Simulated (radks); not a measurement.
Results of a calculation; reference values are marked as such.
All-electron atom: Gd III in [Xe] 4f7 5d1. Code: a radial shooting solver on a logarithmic mesh with Libxc functionals. Model: Dirac Kohn-Sham, HCTH/407, spin-unpolarised, spherical densities, finite nucleus; open shells are shared between the two j in proportion to 2j + 1; Fermi nuclear charge, rms radius 5.1569 fm.

Normalised radial functions P(r) = r R(r) (large component), r in bohr:

| r | 4f7/2 | 6s1/2 |
|---|---|---|
| 0.001059 | 0.0000 | 0.0166 |
| 0.001685 | 0.0000 | 0.0239 |
| 0.00268 | 0.0000 | 0.0335 |
| 0.004228 | 0.0000 | 0.0446 |
| 0.006724 | 0.0000 | 0.0551 |
| 0.01061 | 0.0000 | 0.0585 |
| 0.01687 | 0.0002 | 0.0438 |
| 0.02662 | 0.0011 | 0.0002 |
| 0.04234 | 0.0053 | -0.0652 |
| 0.06733 | 0.0240 | -0.0909 |
| 0.1062 | 0.0900 | 0.0023 |
| 0.169 | 0.2759 | 0.1322 |
| 0.2666 | 0.6247 | 0.0170 |
| 0.424 | 1.0006 | -0.1964 |
| 0.6689 | 1.0600 | 0.0455 |
| 1.064 | 0.7525 | 0.3163 |
| 1.692 | 0.3694 | -0.0892 |
| 2.67 | 0.1195 | -0.5904 |
| 4.246 | 0.0216 | -0.4911 |
| 6.699 | 0.0013 | -0.1046 |
| 10.65 | 0.0000 | -0.0039 |

4f7/2: eigenvalue -23.081 eV, 0 radial nodes, <r> = 0.857 bohr, 90 % of the charge inside 1.46 bohr. 6s1/2 (empty): eigenvalue -15.331 eV, 5 radial nodes at r = 0.0267, 0.105, 0.275, 0.637, 1.58 bohr, <r> = 3.43 bohr, 90 % of the charge inside 4.87 bohr.
